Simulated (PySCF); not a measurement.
Saddle point of AlNH4F2, closed shell (AlHF₂ ([F][AlH][F]) + NH₃ → AlNH₂F₂ ([NH2][Al]([F])[F]) + H₂; bonds formed: H2–H5; dative contacts that become bonds: Al1–N6; bonds broken: Al1–H2, H5–N6), PBE0-D4/def2-TZVP structure:

```
8
angstrom
Al -0.5283 -0.6980 0.1058
H -1.0934 0.5392 -1.0455
F -0.1861 -2.0701 -0.7336
F -1.5504 -0.7076 1.3938
H -0.2084 0.8563 -0.6795
N 0.8526 0.5417 0.2010
H 1.7504 0.3785 -0.2359
H 0.9632 1.1599 0.9939
```

Energies are electronic, without zero-point energy. Barriers and step energies count from the start structure reached by relaxing down the imaginary mode; all methods use the PBE0-D4 structures, on which another method's saddle can fall below an end. PySCF 2.14 with density fitting (its default auxiliary sets; JK sets also for MP2 and CCSD(T)); basis: def2-TZVPP, with def2-QZVPP for the basis limit; cores frozen in the correlated methods. B3LYP uses VWN-RPA correlation. Extrapolation: Hartree–Fock as exp(−7.88 √X), correlation as X^−2.97.

```csv
method,barrier (kJ/mol),step energy (kJ/mol)
SPW92,113.5,75.3
PBE-D4,?,65.5
r2SCAN-D4,132.7,65.8
PBE0-D4,?,72.6
B3LYP-D4,145.2,65.6
BHLYP-D4,164.2,73.8
wB97M-V,152.8,68.2
HF,198.7,80.6
MP2,?,62.3
CCSD,162.3,70.8
CCSD(T),155.2,68.6
```

Question: Fill in the withheld barriers. (To be estimated.)

Answer: Computed: PBE0-D4 141.6; PBE-D4 125.9; MP2 149.2 kJ/mol. Each is the energy of the saddle less that of the start structure, by the same method.

For comparison, the barrier by CCSD(T) at an estimated basis limit (MP2 extrapolated from triple and quadruple zeta, plus CCSD(T) − MP2 in triple zeta) is 153.0 kJ/mol.

T1 diagnostic: at most 0.013.

The step is the kind of exchange with an N–H group that builds nitride films in atomic layer and chemical vapour deposition.

Labels in which every atom is bracketed show which atoms are joined, not bond orders.

For scale, one of the runs: CCSD(T)/def2-TZVPP, 191 basis functions, launched by `OMP_NUM_THREADS=4 python run.py`. The run took 5.9 min on 4 CPU threads of an Arm Neoverse V2 (shared host), with 2.4 GiB of host memory at its peak.
